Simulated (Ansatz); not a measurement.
C5H8O2, SMILES `CCC(=O)/C=C\O`, 15 atoms. Total charge 0; spin multiplicity 1. All runs use 4 threads of an Arm Neoverse V2 on a shared host. Correlated methods freeze the cores.

**Question.** How many basis functions does each run have, and how long does it take in Ansatz? RKS B2PLYP (frozen core)/def2-TZVPP energy; RKS PBE0-D4/def2-TZVP relaxation (8 steps); RHF-MP2/def2-QZVPP energy; direct RPA on PBE orbitals/def2-TZVPP energy; RKS PBE0-D4/def2-SVP energy; RKS ωB97M-V/def2-TZVPP energy and forces; RKS ωB97M-V/def2-QZVPP energy; RKS B97M-V/def2-TZVPP energy; RKS HSE06 (plane-wave form)-D4/def2-TZVPP energy; RKS PBE0-D4/def2-QZVPP energy; RKS ωB97M-V/def2-SVP energy; RKS PBE0-D4/def2-TZVP frequencies. (Best estimate.)

**Answer.** Computed: Other jobs shared the machine, so times are rough.

```json
{"level": "RKS PBE0-D4/def2-SVP", "job": "energy", "functions": "138", "wall time": "2 s", "peak host memory (GiB)": "0.34"}
{"level": "RKS HSE06 (plane-wave form)-D4/def2-TZVPP", "job": "energy", "functions": "329", "wall time": "6.5 s", "peak host memory (GiB)": "1"}
{"level": "RKS ωB97M-V/def2-SVP", "job": "energy", "functions": "138", "wall time": "7 s", "peak host memory (GiB)": "0.47"}
{"level": "direct RPA on PBE orbitals/def2-TZVPP", "job": "energy", "functions": "329", "wall time": "13 s", "peak host memory (GiB)": "1.1"}
{"level": "RKS B2PLYP (frozen core)/def2-TZVPP", "job": "energy", "functions": "329", "wall time": "13 s", "peak host memory (GiB)": "1.1"}
{"level": "RKS PBE0-D4/def2-QZVPP", "job": "energy", "functions": "639", "wall time": "16 s", "peak host memory (GiB)": "2.8"}
{"level": "RKS B97M-V/def2-TZVPP", "job": "energy", "functions": "329", "wall time": "17 s", "peak host memory (GiB)": "0.59"}
{"level": "RKS ωB97M-V/def2-TZVPP", "job": "energy and forces", "functions": "329", "wall time": "22 s", "peak host memory (GiB)": "1.4"}
{"level": "RKS ωB97M-V/def2-QZVPP", "job": "energy", "functions": "639", "wall time": "37 s", "peak host memory (GiB)": "3.2"}
{"level": "RKS PBE0-D4/def2-TZVP", "job": "relaxation (8 steps)", "functions": "265", "wall time": "54 s", "peak host memory (GiB)": "0.83"}
{"level": "RHF-MP2/def2-QZVPP", "job": "energy", "functions": "639", "wall time": "65 s", "peak host memory (GiB)": "6.2"}
{"level": "RKS PBE0-D4/def2-TZVP", "job": "frequencies", "functions": "265", "wall time": "6.8 min", "peak host memory (GiB)": "0.85"}
```
